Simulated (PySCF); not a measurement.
Low-lying terms of P³⁺ (phosphorus, charge +3)

Ground state [Ne] 3s2, ¹S. All numbers are calculated (PySCF 2.14, no relativity, point nucleus, in aug-cc-pV(D+d)Z with two added diffuse shells each of s, p, d type (7s6p5d, 50 functions)). Vertical excitation energies in eV without spin-orbit coupling; excited terms of each kind are numbered among those the solver found. Frozen: [He] 2s2.

```
 term  leading excitation  EOM-EE-CCSD
1 3P°              3s → p        8.387
1 1P°              3s → p       13.236
 1 3D              3s → d       24.305
 1 1D              3s → d       28.254
 1 3S              3s → s       28.317
 1 1S              3s → s       29.135
2 3P°              3s → p       31.805
2 1P°              3s → p       31.996
 2 3D              3s → d       36.768
 2 1D              3s → d       37.133
```

Only the lower part of the computed list is shown. Doubly excited terms such as np² are absent. The solver can miss terms.
